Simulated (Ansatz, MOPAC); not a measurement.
Molecule: Be$_{2}$F$_{2}$ (charge 0, singlet). SMILES: [F][Be][Be][F]

Atoms: F1, Be2, Be3, F4. Bonds: F1-Be2, Be2-Be3, Be3-F4.

Bond lengths (Å) and angles (degrees) optimised at AM1 with MOPAC; HF/STO-3G with Ansatz (an electronic-structure program); HF/3-21G with Ansatz; HF/6-31G* with Ansatz; PBE/6-31G* with Ansatz; B3LYP/LANL2DZ with Ansatz, each started from the B3LYP-D3(BJ)/def2-TZVP structure (Ansatz) of the last column. A row stands for all coordinates that are equal there. 6-31G* holds six Cartesian d functions. No wavenumbers were computed at HF/STO-3G, PBE/6-31G*, B3LYP/LANL2DZ, so these may be saddle points.

```tsv
coordinate	AM1	HF/STO-3G	HF/3-21G	HF/6-31G*	PBE/6-31G*	B3LYP/LANL2DZ	B3LYP-D3(BJ)/def2-TZVP
F1-Be2	1.358	1.295	1.379	1.367	1.380	1.428	1.373
Be2-Be3	2.219	1.986	2.028	2.075	2.042	2.017	2.042
F1-Be2-Be3	180.0	180.0	180.0	180.0	180.0	180.0	180.0
```

Mean signed difference of all 3 bond lengths from B3LYP-D3(BJ)/def2-TZVP: AM1 0.049 Å, HF/STO-3G -0.071 Å, HF/3-21G -0.001 Å, HF/6-31G* 0.006 Å, PBE/6-31G* 0.004 Å, B3LYP/LANL2DZ 0.028 Å.
